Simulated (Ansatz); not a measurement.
The cluster Ni₂H₃⁺ (the lowest singlet isomer of a short search) was relaxed with PBE0-D4 (def2-TZVP) in Ansatz in these states: charge +1 quintet, charge +1 triplet. The geometries follow in no particular order.

A:

```xyz
5

Ni    1.432    0.758    1.680
Ni   -0.180    0.097   -0.140
H     0.305    1.347    0.754
H    -0.514   -1.355   -0.996
H    -1.043   -0.847   -1.299
```

B:

```csv
atom,x (Å),y (Å),z (Å)
Ni1,-0.248,0.769,-0.706
Ni2,0.248,-0.769,0.706
H3,0.094,0.932,0.984
H4,-1.189,-0.609,-0.247
H5,1.095,-0.323,-0.737
```

Judge from the bond lengths which geometry belongs to which state (an estimate).

A is the charge +1 triplet (Ni1–H5 4.193 Å, Ni1–H4 3.926 Å, Ni1–Ni2 2.519 Å); B is the charge +1 quintet (Ni1–H5 1.731 Å, Ni1–H4 1.731 Å, Ni1–Ni2 2.146 Å).

At PBE0-D4/def2-TZVP a triplet lies 1.98 eV below the charge +1 quintet. In the triplet, H4 and H5 lie 0.79 Å apart (atoms count from 1), so H2 has formed as a molecule. These are the stationary points nearest to one start from a short search; other shapes may lie lower in each state.
